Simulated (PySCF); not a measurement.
PySCF job for trans-1,3,3,3-tetrafluoropropene cation (C3H2F4), SMILES F/C=C/C(F)(F)F (connectivity only; charge and spin as stated), charge +1, multiplicity 2, PBE-D3(BJ)/def2-SVP. The structure is a stationary point at PBE-D3(BJ)/def2-SVP. The spin state was assumed, not searched.

```python
import numpy as np
from pyscf import gto, scf, dft, df
from pyscf.hessian import thermo

mol = gto.M(
    atom='''
    F     0.18210730    2.81871417   -0.00000000
    C    -0.31593170    1.64272807    0.00000001
    C     0.55371450    0.52221552   -0.00000001
    C     0.01210063   -0.89810466   -0.00000000
    F     0.47526888   -1.50228055   -1.09773645
    F     0.47526895   -1.50228055    1.09773643
    F    -1.32449393   -0.90849207    0.00000003
    H    -1.42416763    1.58211023    0.00000004
    H     1.65150620    0.66590718   -0.00000005
    ''',
    basis='def2-SVP',
    charge=1,
    spin=1,
    max_memory=1600,
    verbose=3,
)
mf = dft.UKS(mol, xc='pbe').density_fit(auxbasis='def2-universal-jkfit')
mf.disp = 'd3bj'
mf.grids.level = 3
mf.conv_tol = 1e-11
mf.max_cycle = 100
mf.kernel()
fine, coarse = mf.grids, dft.Grids(mol).set(level=1).build(with_non0tab=True)
for _ in range(3):  # follow internal instabilities
    mf.grids = coarse
    mo, _, stable, _ = mf.stability(return_status=True, nroots=4)
    mf.grids = fine
    if stable:
        break
    mf.kernel(mf.make_rdm1(mo, mf.mo_occ))

# [left out here: the lines that compute and print the analytic Hessian (its translational invariance restored by hand, since the grid's response is missing), thermochemistry and intensities]
```

Output:

```

WARN: HOMO -0.275833323250285 >= LUMO -0.275833323250283


WARN: HOMO -0.468317580896858 >= LUMO -0.467604131677378

converged SCF energy = -513.59238864032  <S^2> = 0.75217503  2S+1 = 2.0021738
<class 'pyscf.df.df_jk.DFUKS'> wavefunction is stable in the internal stability analysis

WARN: DFTD3 does not support analytical Hessian, using finite difference


WARN: Mole.unit (angstrom) is changed to Bohr

Mode                                 0                   1                   2
Irrep
Freq [cm^-1]                       31.7458            135.8741            170.1972
Reduced mass [au]                   4.7634              3.3697              9.9688
Force const [Dyne/A]                0.0028              0.0367              0.1701
Char temp [K]                      45.6751            195.4926            244.8759
Normal mode                   x     y     z       x     y     z       x     y     z
       0   F                 0.00 -0.00  0.06   -0.00  0.00 -0.12    0.10  0.02 -0.00
       1   C                 0.00 -0.00  0.09   -0.00  0.00  0.17   -0.02  0.07  0.00
       2   C                 0.00 -0.00 -0.12    0.00  0.00  0.04   -0.10  0.01  0.00
       3   C                 0.00 -0.00 -0.05    0.00  0.00  0.01   -0.05 -0.01  0.00
       4   F                 0.00 -0.11  0.02    0.03  0.04 -0.00    0.02  0.04 -0.00
       5   F                -0.00  0.11  0.02   -0.03 -0.04 -0.00    0.02  0.04  0.00
       6   F                 0.00 -0.00 -0.05   -0.00  0.00 -0.02   -0.04 -0.15 -0.00
       7   H                 0.00 -0.00  0.27    0.00 -0.00  0.49   -0.03  0.18  0.00
       8   H                 0.00 -0.00 -0.29   -0.00  0.00 -0.10   -0.10 -0.01  0.00
Mode                                 3                   4                   5
Irrep
Freq [cm^-1]                      297.8642            352.3039            392.2894
Reduced mass [au]                   3.6799             12.8856              7.5082
Force const [Dyne/A]                0.1924              0.9423              0.6808
Char temp [K]                     428.5602            506.8868            564.4170
Normal mode                   x     y     z       x     y     z       x     y     z
       0   F                 0.00  0.00  0.03   -0.01  0.12  0.00   -0.06  0.09 -0.00
       1   C                -0.00  0.00 -0.04    0.00  0.11  0.00    0.13  0.00 -0.00
       2   C                -0.00  0.00 -0.16   -0.03  0.05  0.00    0.11 -0.02 -0.00
       3   C                -0.00 -0.00  0.07    0.01 -0.03 -0.00   -0.02 -0.01  0.00
       4   F                 0.06  0.08  0.02    0.01 -0.11  0.04   -0.05  0.02 -0.03
       5   F                -0.06 -0.08  0.02    0.01 -0.11 -0.04   -0.05  0.02  0.03
       6   F                -0.00  0.00  0.04    0.01 -0.00 -0.00   -0.01 -0.10  0.00
       7   H                -0.00  0.00  0.06   -0.00  0.13 -0.00    0.14 -0.12 -0.00
       8   H                -0.00  0.00 -0.46   -0.03  0.06  0.00    0.13 -0.15 -0.00
Mode                                 6                   7                   8
Irrep
Freq [cm^-1]                      512.9291            535.7646            675.2674
Reduced mass [au]                  10.7709              9.0067              9.5499
Force const [Dyne/A]                1.6696              1.5232              2.5657
Char temp [K]                     737.9907            770.8460            971.5594
Normal mode                   x     y     z       x     y     z       x     y     z
       0   F                 0.00  0.00 -0.00    0.02 -0.00 -0.00   -0.01  0.05 -0.00
       1   C                -0.00  0.00  0.01   -0.06  0.03 -0.00    0.02  0.02 -0.00
       2   C                -0.00  0.00  0.00   -0.02  0.05  0.00   -0.07 -0.10  0.00
       3   C                 0.00 -0.00 -0.09    0.09 -0.02  0.00   -0.02 -0.11  0.00
       4   F                 0.10 -0.04 -0.05   -0.07 -0.01 -0.08    0.05  0.00 -0.10
       5   F                -0.10  0.04 -0.05   -0.07 -0.01  0.08    0.05  0.00  0.10
       6   F                 0.00 -0.00  0.14    0.12 -0.02 -0.00   -0.03  0.07 -0.00
       7   H                -0.00  0.00  0.01   -0.07  0.09 -0.00    0.02  0.06 -0.00
       8   H                -0.00  0.00  0.20   -0.04  0.20 -0.00   -0.06 -0.19 -0.00
Mode                                 9                  10                  11
Irrep
Freq [cm^-1]                      763.7163            872.5911            917.2652
Reduced mass [au]                   1.3024              4.6924              1.8682
Force const [Dyne/A]                0.4476              2.1051              0.9261
Char temp [K]                    1098.8178           1255.4643           1319.7404
Normal mode                   x     y     z       x     y     z       x     y     z
       0   F                -0.00  0.00  0.01   -0.01  0.02  0.00    0.00 -0.00 -0.03
       1   C                 0.00  0.00 -0.04    0.04 -0.01  0.00   -0.00  0.00  0.16
       2   C                -0.00 -0.00 -0.13   -0.11 -0.12 -0.00    0.00  0.00 -0.12
       3   C                 0.00 -0.00  0.02   -0.02  0.02 -0.00    0.00 -0.00 -0.00
       4   F                -0.01  0.02  0.02   -0.03  0.03  0.06   -0.01  0.02  0.01
       5   F                 0.01 -0.02  0.02   -0.03  0.03 -0.06    0.01 -0.02  0.01
       6   F                 0.00  0.00 -0.01    0.13  0.01  0.00   -0.00  0.00 -0.00
       7   H                 0.00  0.00  0.47    0.04  0.03 -0.00   -0.00  0.00 -0.65
       8   H                -0.00 -0.00  0.73   -0.08 -0.39 -0.00    0.00  0.00  0.27
Mode                                12                  13                  14
Irrep
Freq [cm^-1]                     1110.2847           1119.7681           1202.5995
Reduced mass [au]                   3.2153             12.7564              2.2319
Force const [Dyne/A]                2.3353              9.4240              1.9018
Char temp [K]                    1597.4525           1611.0970           1730.2729
Normal mode                   x     y     z       x     y     z       x     y     z
       0   F                -0.00 -0.03 -0.00   -0.00 -0.00  0.00    0.02  0.02  0.00
       1   C                -0.02  0.03  0.00   -0.00  0.00 -0.02   -0.15  0.04  0.00
       2   C                -0.01  0.05 -0.00    0.00  0.00  0.00    0.12 -0.03 -0.00
       3   C                -0.06  0.19  0.00   -0.00  0.00 -0.24    0.06 -0.06  0.00
       4   F                 0.02 -0.05 -0.05   -0.02  0.05  0.07   -0.01  0.02  0.02
       5   F                 0.02 -0.05  0.05    0.02 -0.05  0.07   -0.01  0.02 -0.02
       6   F                 0.01 -0.01 -0.00    0.00 -0.00  0.01   -0.02 -0.00  0.00
       7   H                -0.02 -0.05 -0.00   -0.00 -0.00  0.04   -0.18  0.24  0.00
       8   H                 0.06 -0.50  0.00    0.00 -0.00 -0.06    0.20 -0.52 -0.00
Mode                                15                  16                  17
Irrep
Freq [cm^-1]                     1236.3074           1271.4985           1319.3472
Reduced mass [au]                   4.4217              1.5093              5.6526
Force const [Dyne/A]                3.9819              1.4377              5.7972
Char temp [K]                    1778.7711           1829.4032           1898.2468
Normal mode                   x     y     z       x     y     z       x     y     z
       0   F                 0.01  0.02  0.00   -0.05 -0.04  0.00    0.05  0.10 -0.00
       1   C                 0.02 -0.01 -0.00    0.06  0.01 -0.00   -0.10 -0.10  0.00
       2   C                -0.08 -0.02  0.00    0.00 -0.08 -0.00    0.04 -0.14 -0.00
       3   C                 0.22  0.05 -0.00    0.07  0.08 -0.00   -0.02  0.11  0.00
       4   F                -0.02 -0.00  0.01   -0.00 -0.01 -0.00    0.01 -0.01 -0.01
       5   F                -0.02 -0.00 -0.01   -0.00 -0.01  0.00    0.01 -0.01  0.01
       6   F                -0.08 -0.01  0.00   -0.03 -0.01  0.00    0.00 -0.01 -0.00
       7   H                 0.04 -0.36  0.00    0.03  0.78 -0.00   -0.11 -0.09  0.00
       8   H                -0.07 -0.17  0.00   -0.03  0.15  0.00   -0.01  0.30  0.00
Mode                                18                  19                  20
Irrep
Freq [cm^-1]                     1546.1127           3098.3542           3112.5449
Reduced mass [au]                   4.7318              1.0961              1.0964
Force const [Dyne/A]                6.6644              6.1998              6.2584
Char temp [K]                    2224.5119           4457.8419           4478.2590
Normal mode                   x     y     z       x     y     z       x     y     z
       0   F                 0.02  0.06 -0.00   -0.00 -0.00  0.00    0.00  0.00 -0.00
       1   C                 0.02 -0.21 -0.00    0.09  0.00 -0.00   -0.01  0.00  0.00
       2   C                -0.05  0.13  0.00    0.01  0.00 -0.00    0.08  0.01 -0.00
       3   C                 0.01 -0.03 -0.00    0.00 -0.00 -0.00   -0.00 -0.00  0.00
       4   F                -0.00 -0.00 -0.00    0.00  0.00 -0.00   -0.00  0.00  0.00
       5   F                -0.00 -0.00  0.00    0.00  0.00  0.00   -0.00  0.00 -0.00
       6   F                -0.00  0.00  0.00   -0.00  0.00  0.00   -0.00 -0.00  0.00
       7   H                 0.01  0.31 -0.00   -0.94 -0.04  0.00    0.12  0.01 -0.00
       8   H                -0.01 -0.22 -0.00   -0.12 -0.01  0.00   -0.94 -0.12  0.00
temperature 298.1500 [K]
pressure 101325.00 [Pa]
Rotational constants [GHz] 5.15715 1.45885 1.43230
Symmetry number 1
Zero-point energy (ZPE) 0.04710 [Eh]   123661.721 [J/mol]
                           tot       elec      trans        rot        vib
Entropy [J/mol/K]       360.613      5.763    167.819    116.279     70.752
Cv [J/mol/K]             95.226      0.000     12.472     12.472     70.283
Cp [J/mol/K]            103.541      0.000     20.786     12.472     70.283
Internal energy [J/mol]                      3718.434   3718.434 134402.873
Internal energy [Eh]   -513.53836  -513.59239
Enthalpy [J/mol]                             6197.391   3718.434 134402.873
Enthalpy [Eh]          -513.53742
Gibbs free energy [J/mol]                  -43837.809 -30950.198 113308.237
Gibbs free energy [Eh] -513.57837
mode   freq/cm-1   IR/(km/mol)
   1       31.75         0.043
   2      135.87        16.262
   3      170.20         8.909
   4      297.86         7.250
   5      352.30        11.431
   6      392.29        17.516
   7      512.93         0.281
   8      535.76         6.906
   9      675.27        23.222
  10      763.72        17.911
  11      872.59        18.888
  12      917.27         0.467
  13     1110.28        86.213
  14     1119.77       158.770
  15     1202.60         4.097
  16     1236.31       144.583
  17     1271.50       114.279
  18     1319.35        34.986
  19     1546.11       174.178
  20     3098.35        41.542
  21     3112.54        44.582
max |gradient| / (hartree/bohr): 0.00011921073124390281
APT charges: [-0.3457  0.8499  0.0437  1.2476 -0.3625 -0.3625 -0.3955  0.1587  0.1665]
```

The calculation finished and met its thresholds.
